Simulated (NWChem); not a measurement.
The numbers come from NWChem runs, not from measurements. System: digermane (H$_{6}$Ge$_{2}$), charge 0, spin multiplicity 1, at a geometry optimised with PBE/def2-SVP. Level: RHF/6-31G* (spherical d).

Part of the output:

```
             Northwest Computational Chemistry Package (NWChem) 7.3.0
             --------------------------------------------------------

                                NWChem Input Module
                                -------------------

 Scaling coordinates for geometry "geometry" by  1.889725989
 (inverse scale =  0.529177249)

 Turning off AUTOSYM since
 SYMMETRY directive was detected!

                             Geometry "geometry" -> ""
                             -------------------------

 Output coordinates in angstroms (scale by  1.889725989 to convert to a.u.)

  No.       Tag          Charge          X              Y              Z
 ---- ---------------- ---------- -------------- -------------- --------------
    1 Ge                  32.0000     1.21792300     0.05150000    -0.00001900
    2 Ge                  32.0000    -1.21792300    -0.05150000    -0.00001900
    3 H                    1.0000     1.72775400     0.81186000     1.25269500
    4 H                    1.0000     1.73010500     0.78912500    -1.26541700
    5 H                    1.0000     1.82090900    -1.37811400     0.01333900
    6 H                    1.0000    -1.72775400    -0.81186000     1.25269500
    7 H                    1.0000    -1.73010500    -0.78912500    -1.26541700
    8 H                    1.0000    -1.82090900     1.37811400     0.01333900

 Effective nuclear repulsion energy (a.u.)     320.8250798370

            Nuclear Dipole moment (a.u.)
            ----------------------------
        X                 Y               Z
 ---------------- ---------------- ----------------
     0.0000000000     0.0000000000     0.0000340151

      Symmetry information
      --------------------

 Group name             C2
 Group number              4
 Group order               2
 No. of unique centers     4

      Symmetry unique atoms

     1    3    4    5


 Summary of "ao basis" -> "" (spherical)
 ------------------------------------------------------------------------------
       Tag                 Description            Shells   Functions and Types
 ---------------- ------------------------------  ------  ---------------------
 *                           6-31g*                   on all atoms

 Summary of "ao basis" -> "ao basis" (spherical)
 ------------------------------------------------------------------------------
       Tag                 Description            Shells   Functions and Types
 ---------------- ------------------------------  ------  ---------------------
 Ge                          6-31g*                 12       32   5s4p3d
 H                           6-31g*                  2        2   2s

                                 NWChem SCF Module
                                 -----------------

  ao basis        = "ao basis"
  functions       =    76
  atoms           =     8
  closed shells   =    35
  open shells     =     0
  charge          =   0.00
  wavefunction    = RHF
  use symmetry    = T
  symmetry adapt  = T

 Summary of "ao basis" -> "ao basis" (spherical)
 ------------------------------------------------------------------------------
       Tag                 Description            Shells   Functions and Types
 ---------------- ------------------------------  ------  ---------------------
 Ge                          6-31g*                 12       32   5s4p3d
 H                           6-31g*                  2        2   2s

      Symmetry analysis of basis
      --------------------------

        a          38
        b          38

 Forming initial guess at       0.0s

      Superposition of Atomic Density Guess
      -------------------------------------

 Sum of atomic energies:       -4153.03226818

      Non-variational initial energy
      ------------------------------

 Total energy =   -4153.663886
 1-e energy   =   -6430.831734
 2-e energy   =    1956.342768
 HOMO         =      -0.312564
 LUMO         =       0.061457

      Symmetry analysis of molecular orbitals - initial
      -------------------------------------------------

  Numbering of irreducible representations:

     1 a           2 b

  Orbital symmetries:

     1 b           2 a           3 b           4 a           5 b
[...]
 ----------------------------------------------
         Quadratically convergent ROHF

 Convergence threshold     :          1.000E-07
 Maximum no. of iterations :          100
 Final Fock-matrix accuracy:          1.000E-09
 ----------------------------------------------

              iter       energy          gnorm     gmax       time
             ----- ------------------- --------- --------- --------
                 1    -4153.5999527926  4.27D-01  1.08D-01      0.8
                 2    -4153.6228397931  1.70D-01  4.89D-02      0.8
                 3    -4153.6252389083  6.41D-03  2.86D-03      0.8
                 4    -4153.6252448705  1.33D-05  5.17D-06      0.9
                 5    -4153.6252448706  7.17D-09  2.48D-09      0.9

       Final RHF  results
       ------------------

         Total SCF energy =  -4153.625244870582
      One-electron energy =  -6432.923963289915
      Two-electron energy =   1958.473638582320
 Nuclear repulsion energy =    320.825079837014

        Time for solution =      0.2s

       Symmetry analysis of molecular orbitals - final
       -----------------------------------------------

  Numbering of irreducible representations:

     1 a           2 b

  Orbital symmetries:

     1 b           2 a           3 b           4 a           5 b
     6 a           7 a           8 b           9 b          10 a
    11 a          12 b          13 b          14 a          15 a
    16 a          17 b          18 b          19 a          20 b
    21 a          22 a          23 b          24 b          25 a
    26 a          27 b          28 b          29 a          30 b
    31 a          32 b          33 b          34 a          35 a
    36 b          37 b          38 a          39 a          40 a
    41 b          42 a          43 b          44 a          45 b

             Final eigenvalues
             -----------------

              1
    1 -405.2441
    2 -405.2440
    3  -52.1811
    4  -52.1811
    5  -46.2711
    6  -46.2711
    7  -46.2710
    8  -46.2710
    9  -46.2710
   10  -46.2710
   11   -7.2064
   12   -7.2063
   13   -5.1805
   14   -5.1805
   15   -5.1805
   16   -5.1804
   17   -5.1804
   18   -5.1800
   19   -1.6352
   20   -1.6335
   21   -1.6335
   22   -1.6325
   23   -1.6325
   24   -1.6298
   25   -1.6298
   26   -1.6279
   27   -1.6279
   28   -1.6273
   29   -0.7600
   30   -0.6807
   31   -0.4833
   32   -0.4833
   33   -0.4552
   34   -0.4552
   35   -0.3892
   36    0.1188
   37    0.1451
   38    0.1451
   39    0.1905
   40    0.2000
   41    0.2001
   42    0.2247
   43    0.2495
   44    0.2987
   45    0.2987

                       ROHF Final Molecular Orbital Analysis
                       -------------------------------------

 Vector   33  Occ=2.000000D+00  E=-4.552374D-01  Symmetry=b
              MO Center= -1.3D-13,  1.1D-13, -1.5D-02, r^2= 5.2D+00
   Bfn.  Coefficient  Atom+Function         Bfn.  Coefficient  Atom+Function
  ----- ------------  ---------------      ----- ------------  ---------------
    13      0.314904  1 Ge pz                45     -0.314904  2 Ge pz
    68     -0.194435  4 H  s                 74      0.194435  7 H  s
    66      0.192290  3 H  s                 72     -0.192290  6 H  s
    67     -0.165287  4 H  s                 73      0.165287  7 H  s
    65      0.163347  3 H  s                 71     -0.163347  6 H  s

 Vector   34  Occ=2.000000D+00  E=-4.552112D-01  Symmetry=a
              MO Center=  1.0D-13, -2.7D-13,  1.4D-02, r^2= 5.2D+00
   Bfn.  Coefficient  Atom+Function         Bfn.  Coefficient  Atom+Function
  ----- ------------  ---------------      ----- ------------  ---------------
    12      0.314617  1 Ge py                44     -0.314617  2 Ge py
    70     -0.223289  5 H  s                 76     -0.223289  8 H  s
    69     -0.189734  5 H  s                 75     -0.189734  8 H  s

 Vector   35  Occ=2.000000D+00  E=-3.891889D-01  Symmetry=a
              MO Center=  1.7D-14,  1.8D-15,  8.3D-05, r^2= 3.3D+00
   Bfn.  Coefficient  Atom+Function         Bfn.  Coefficient  Atom+Function
  ----- ------------  ---------------      ----- ------------  ---------------
    11      0.447029  1 Ge px                43     -0.447029  2 Ge px
     7     -0.181440  1 Ge px                39      0.181440  2 Ge px

 Vector   36  Occ=0.000000D+00  E= 1.188387D-01  Symmetry=b
              MO Center= -1.2D-13,  2.5D-13,  1.7D-04, r^2= 9.8D+00
   Bfn.  Coefficient  Atom+Function         Bfn.  Coefficient  Atom+Function
  ----- ------------  ---------------      ----- ------------  ---------------
    15      1.570794  1 Ge px                47      1.570794  2 Ge px
    14     -1.415506  1 Ge s                 46      1.415506  2 Ge s
    10      0.349850  1 Ge s                 42     -0.349850  2 Ge s
    11      0.160260  1 Ge px                43      0.160260  2 Ge px

 Vector   37  Occ=0.000000D+00  E= 1.451032D-01  Symmetry=b
              MO Center= -3.8D-12,  5.9D-12, -1.3D-02, r^2= 5.9D+00
   Bfn.  Coefficient  Atom+Function         Bfn.  Coefficient  Atom+Function
  ----- ------------  ---------------      ----- ------------  ---------------
    16      0.740273  1 Ge py                48      0.740273  2 Ge py
    70      0.673608  5 H  s                 76     -0.673608  8 H  s
    66     -0.346517  3 H  s                 72      0.346517  6 H  s
    68     -0.327320  4 H  s                 74      0.327320  7 H  s

 Vector   38  Occ=0.000000D+00  E= 1.451154D-01  Symmetry=a
              MO Center= -3.0D-12, -6.6D-12,  1.2D-02, r^2= 5.9D+00
   Bfn.  Coefficient  Atom+Function         Bfn.  Coefficient  Atom+Function
  ----- ------------  ---------------      ----- ------------  ---------------
    17      0.740989  1 Ge pz                49      0.740989  2 Ge pz
    68      0.588969  4 H  s                 74      0.588969  7 H  s
    66     -0.577953  3 H  s                 72     -0.577953  6 H  s

 center of mass
 --------------
 x =   0.00000000 y =  -0.00000000 z =  -0.00001922

 moments of inertia (a.u.)
 ------------------
          47.120177241954         -34.976234246456           0.000000000000
         -34.976234246456         872.863781982540          -0.000000000000
           0.000000000000          -0.000000000000         874.338420287157

  Mulliken analysis of the total density
  --------------------------------------

    Atom       Charge   Shell Charges
 -----------   ------   -------------------------------------------------------
    1 Ge  32    31.90   2.00  2.00  6.00  2.00  5.99  1.16  2.19  0.08  0.30  6.89  2.95  0.33
    2 Ge  32    31.90   2.00  2.00  6.00  2.00  5.99  1.16  2.19  0.08  0.30  6.89  2.95  0.33
    3 H    1     1.03   0.47  0.57
    4 H    1     1.03   0.47  0.57
    5 H    1     1.03   0.47  0.57
    6 H    1     1.03   0.47  0.57
    7 H    1     1.03   0.47  0.57
    8 H    1     1.03   0.47  0.57

       Multipole analysis of the density wrt the origin
       ------------------------------------------------

     L   x y z        total         open         nuclear
     -   - - -        -----         ----         -------
     0   0 0 0     -0.000000      0.000000     70.000000

     1   1 0 0     -0.000000      0.000000      0.000000
     1   0 1 0     -0.000000      0.000000      0.000000
     1   0 0 1     -0.000207      0.000000      0.000034

     2   2 0 0    -30.944600      0.000000    405.393453
     2   1 1 0     -0.048013      0.000000     16.181781
     2   1 0 1     -0.000000      0.000000      0.000000
     2   0 2 0    -29.787568      0.000000     23.325514
     2   0 1 1     -0.000000      0.000000     -0.000000
     2   0 0 2    -29.785183      0.000000     22.645568

 Task  times  cpu:        0.9s     wall:        0.9s

 Total times  cpu:        0.9s     wall:        0.9s
```

Question: Write an NWChem input that would produce this output.

Answer: One answer among several that fit: 
```
start mol
memory heap 200 mb stack 900 mb global 1100 mb
geometry units angstroms nocenter noautoz
  Ge     1.217923     0.051500    -0.000019
  Ge    -1.217923    -0.051500    -0.000019
  H      1.727754     0.811860     1.252695
  H      1.730105     0.789125    -1.265417
  H      1.820909    -1.378114     0.013339
  H     -1.727754    -0.811860     1.252695
  H     -1.730105    -0.789125    -1.265417
  H     -1.820909     1.378114     0.013339
  symmetry group C2
end
basis spherical
  * library 6-31g*
end
scf
  rhf
  nopen 0
  maxiter 100
  thresh 1e-7
  semidirect memsize 60000000 filesize 0
end
task scf energy
```
